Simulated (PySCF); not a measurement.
Input for PySCF: R-B3LYP/3-21G on CH5N (SMILES CN).

```python
from pyscf import gto, scf, dft, mp
from pyscf.data.elements import chemcore

mol = gto.M(
    atom='''
    C    -0.28242667    0.21700349    0.09658969
    N     0.80152730   -0.51392106    0.77009952
    H     0.03996410    1.24075050   -0.09343873
    H    -1.14173288    0.24601657    0.76498396
    H    -0.59079913   -0.23331086   -0.85141625
    H     1.62335655   -0.58019736    0.18075694
    H     0.50019348   -1.45764737    0.98961552
    ''',
    basis='3-21g',
    charge=0, spin=0, verbose=3, max_memory=1800)
mf = dft.RKS(mol, xc='b3lyp')
mf.conv_tol = 1e-8
mf.max_cycle = 100
mf.kernel()
if not mf.converged:
    mf = mf.newton().run(mf.mo_coeff, mf.mo_occ)
```

Program output:

```
converged SCF energy = -95.3231439763628
```

The calculation finished and met its thresholds.

Cost: around 1.3 core-seconds (rough).
